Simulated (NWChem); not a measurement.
System: CH$_{4}$Sn, singlet; SMILES [SnH][CH3]

NWChem printed, in part:

```
             Northwest Computational Chemistry Package (NWChem) 7.3.0
             --------------------------------------------------------

 CS  symmetry detected

                             Geometry "geometry" -> ""
                             -------------------------

 Output coordinates in angstroms (scale by  1.889725989 to convert to a.u.)

  No.       Tag          Charge          X              Y              Z
 ---- ---------------- ---------- -------------- -------------- --------------
    1 Sn                  50.0000    -0.03365567     0.35215750     0.00000000
    2 H                    1.0000     1.77253821     0.40389966     0.00000000
    3 C                    6.0000    -0.01984186    -1.87272147     0.00000000
    4 H                    1.0000     0.53431169    -2.23600048     0.89179444
    5 H                    1.0000     0.53431169    -2.23600048    -0.89179444
    6 H                    1.0000    -1.03932701    -2.30344473     0.00000000

 Effective nuclear repulsion energy (a.u.)     125.2848104673

      Symmetry information
      --------------------

 Group name             Cs
 Group number              2
 Group order               2
 No. of unique centers     5

                                Z-matrix (autoz)
                                --------

 Units are Angstrom for bonds and degrees for angles

      Type          Name      I     J     K     L     M      Value
      ----------- --------  ----- ----- ----- ----- ----- ----------
    1 Stretch                  1     2                       1.80693
    2 Stretch                  1     3                       2.22492
    3 Stretch                  3     4                       1.11102
    4 Stretch                  3     5                       1.11102
    5 Stretch                  3     6                       1.10674
    6 Bend                     1     3     4               109.27301
    7 Bend                     1     3     5               109.27301
    8 Bend                     1     3     6               112.54789
    9 Bend                     2     1     3                91.28517
   10 Bend                     4     3     5               106.77438
   11 Bend                     4     3     6               109.40255
   12 Bend                     5     3     6               109.40255
   13 Torsion                  2     1     3     4          58.24869
   14 Torsion                  2     1     3     5         -58.24869
   15 Torsion                  2     1     3     6         180.00000

                           NWChem Geometry Optimization
                           ----------------------------

[...]

      ----------------------
      Optimization converged
      ----------------------

  Step       Energy      Delta E   Gmax     Grms     Xrms     Xmax
  ---- ---------------- -------- -------- -------- -------- --------
@    3    -254.66042063 -5.5D-07  0.00006  0.00003  0.00057  0.00121
                                     ok       ok       ok       ok

                                Z-matrix (autoz)
                                --------

 Units are Angstrom for bonds and degrees for angles

[...]

 Rotational Constants
 --------------------
 A=   2.567747 cm-1  (  3.694332 K)
 B=   0.226545 cm-1  (  0.325941 K)
 C=   0.216785 cm-1  (  0.311898 K)

 Temperature                      =   298.15K
 frequency scaling parameter      =   1.0000

 Zero-Point correction to Energy  =   24.062 kcal/mol  (  0.038344 au)
 Thermal correction to Energy     =   26.800 kcal/mol  (  0.042708 au)
 Thermal correction to Enthalpy   =   27.392 kcal/mol  (  0.043652 au)

 Total Entropy                    =   68.110 cal/mol-K
   - Translational                =   40.571 cal/mol-K (mol. weight = 133.9331)
   - Rotational                   =   22.065 cal/mol-K (symmetry #  =        1)
   - Vibrational                  =    5.474 cal/mol-K

 Cv (constant volume heat capacity) =   13.003 cal/mol-K
   - Translational                  =    2.979 cal/mol-K
   - Rotational                     =    2.979 cal/mol-K
   - Vibrational                    =    7.045 cal/mol-K

[normal modes left out]

 ----------------------------------------------------------------------------
 Normal Eigenvalue ||           Projected Infra Red Intensities
  Mode   [cm**-1]  || [atomic units] [(debye/angs)**2] [(KM/mol)] [arbitrary]
 ------ ---------- || -------------- ----------------- ---------- -----------
    1       -0.000 ||    0.001051           0.024         1.025       0.313
    2       -0.000 ||    0.000005           0.000         0.005       0.002
    3       -0.000 ||    0.000003           0.000         0.003       0.001
    4        0.000 ||    0.000021           0.000         0.020       0.006
    5        0.000 ||    0.001060           0.024         1.033       0.315
    6        0.000 ||    0.000174           0.004         0.169       0.052
    7      125.598 ||    0.003137           0.072         3.058       0.933
    8      436.620 ||    0.037930           0.875        36.976      11.279
    9      494.154 ||    0.019372           0.447        18.885       5.760
   10      524.441 ||    0.000126           0.003         0.123       0.037
   11      749.389 ||    0.039293           0.907        38.304      11.684
   12     1130.874 ||    0.002036           0.047         1.985       0.605
   13     1380.772 ||    0.003896           0.090         3.798       1.159
   14     1386.264 ||    0.004869           0.112         4.746       1.448
   15     1591.982 ||    0.448372          10.344       437.096     133.325
   16     2940.015 ||    0.010543           0.243        10.278       3.135
   17     3020.201 ||    0.019042           0.439        18.563       5.662
   18     3059.006 ||    0.014412           0.332        14.049       4.285
 ----------------------------------------------------------------------------
```

Level: BLYP/def2-SVP with def2 effective core potentials on Sn. Low-valent species are run as closed-shell singlets; no triplet was tried in these runs. def2 effective core potentials on Sn; no spin-orbit coupling.

Question: Which NWChem input produces such a log?

Answer: Several could match; the one computed here: the input that was run:
```
start job
memory heap 200 mb stack 900 mb global 1100 mb
geometry units angstroms
  Sn    -0.040819     0.341030     0.002662
  H      1.765200     0.398496     0.005234
  C     -0.019954    -1.883794     0.002467
  H      0.534053    -2.245382     0.895048
  H      0.536642    -2.245248    -0.888539
  H     -1.038068    -2.317746     0.001037
end
basis spherical
  * library def2-svp
end
ecp
  Sn library def2-ecp
end
dft
  xc becke88 lyp
  iterations 150
end
driver
  maxiter 120
end
task dft optimize
dft
  grid fine
  convergence energy 1d-8 density 1d-7
end
task dft freq numerical
```
